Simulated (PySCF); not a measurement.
Several structures and their simulated spectra, in scrambled order.

A. `C(=C)(F)C(F)F`
B. `C=CC(F)(F)F`
C. `c1c(F)cc(/C=N/[SiH3])cc1`

Spectrum 1. ¹H NMR (500 MHz, computed): δ 5.87 (tdd, J = 60.6, 8.7, 2.3 Hz, 1H), 5.36 (ddt, J = 42.9, 3.3, 2.6 Hz, 1H), 5.31 (m, 1H). ¹³C{¹H} NMR (computed): δ 171.9 (C, dt, J = 337.9, 30.1 Hz), 114.2 (CH, td, J = 303.4, 59.5 Hz), 101.5 (CH2, d, J = 16.2 Hz).

Spectrum 2. ¹H NMR (500 MHz, computed): δ 8.80 (s, 1H), 8.42 (d, 1H), 7.58 (m, 1H), 7.30 (m, 1H), 7.20 (m, 1H), 5.02 (s, 3H). ¹³C{¹H} NMR (computed): δ 178.9 (CH), 170.5 (C), 144.1 (C), 135.6 (CH), 127.6 (CH), 124.9 (CH), 124.6 (CH).

Spectrum 3. ¹H NMR (500 MHz, computed): δ 6.23 (m, 1H), 6.01 (m, 1H), 5.90 (m, 1H). ¹³C{¹H} NMR (computed): δ 136.1 (CH, q, J = 38.0 Hz), 131.1 (CH2, q, J = 6.4 Hz), 127.2 (C, q, J = 335.8 Hz).

PySCF 2.14.0 with density-fitted response routines calculation with PBE0-D3(BJ)/def2-SVP geometry, spin–spin couplings from B3LYP/pcJ-1 and NMR shieldings at PBE0/pcSseg-1/GIAO; no relativistic terms, isolated molecule, a single conformation, rapidly exchanging positions averaged.

Scale: TMS for ¹H, ¹³C (reference shieldings calculated alike). Multiplet labels drop J under 1 Hz and among equivalent protons, and merge close values. Unscaled 3J(H,H) run several per cent high. Splittings of carbon signals by F and P are missing where no couplings were computed. Where no couplings were computed, multiplicities follow the n + 1 count of equivalent neighbours, and m marks all less simple cases (inequivalent or close neighbours, rings, F or P nearby). Vicinal couplings that depend on rotamer populations or ring flexing (ring, CH–CH, X–H and H–F types) are those of the one conformer. One-bond C–F couplings are unscaled and too large by tens of Hz. Shifts are as computed. Against solution values, carbons near 30 ppm lie about +2 ppm off and those near 130 ppm about +5 ppm. Of 1211 compounds with measured shifts, 218 miss one by over three times the rms of a fit or turn the order of signals round; such compounds aren't used in these exercises.

**Question.** Match each spectrum to its structure.

**Answer.** 1–A, 2–C, 3–B.

- Spectrum 1 (A): 3 ¹³C signals; δC 114.2 is an allylic sp3 CH bonded to 2 F; δC 101.5 is a terminal =CH2 carbon.
- Spectrum 2 (C): 7 ¹³C signals; δC 170.5 is an aromatic carbon bearing fluorine; δC 135.6 is an aromatic CH.
- Spectrum 3 (B): 3 ¹³C signals; δC 136.1 is an alkene CH; δC 131.1 is a terminal =CH2 carbon.
